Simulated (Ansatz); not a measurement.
Results of the Gaussian-basis code of Ansatz.

BFH6OSi2 (`B[Si](O)(F)[SiH3]`). Charge 0, multiplicity 1. Geometry: relaxed with PBE0-D4/def2-TZVP. It is one conformer, not always the lowest.

```xyz
11

B    -0.445   -0.116   -2.023
Si   -0.191   -0.711   -0.127
O    -1.652   -1.092    0.522
F     0.768   -1.999   -0.013
Si    0.880    0.983    1.129
H     0.373   -0.347   -2.863
H    -1.369    0.582   -2.315
H    -1.682   -1.352    1.444
H     0.135    2.266    1.011
H     0.905    0.584    2.565
H     2.278    1.200    0.668
```

Q: What is the dipole moment at B3LYP/def2-TZVPP? (An estimate is asked.)

A: The calculation gave: 0.97 D, with components (-0.43, 0.57, 0.66) D in this frame, pointing from negative to positive charge.

Q: And with PBE, r2SCAN, ωB97M-V? (Estimate.)

A: The calculation gave: PBE 1.01 D, r2SCAN 1.00 D, ωB97M-V 0.93 D.

Q: Give the Mulliken charges with B3LYP, PBE, ωB97M-V in def2-TZVPP. (Estimate.)

A: The calculation gave: 
```tsv
atom	B3LYP	PBE	ωB97M-V
B1	-0.12	-0.10	-0.22
Si2	0.63	0.56	0.61
O3	-0.38	-0.34	-0.36
F4	-0.33	-0.28	-0.31
Si5	0.05	-0.01	-0.05
H6	0.06	0.05	0.10
H7	0.06	0.04	0.10
H8	0.19	0.19	0.18
H9	-0.05	-0.03	-0.01
H10	-0.06	-0.04	-0.02
H11	-0.05	-0.03	-0.01
```

B3LYP here is the variant with VWN-RPA as its local correlation; programs differ in this.
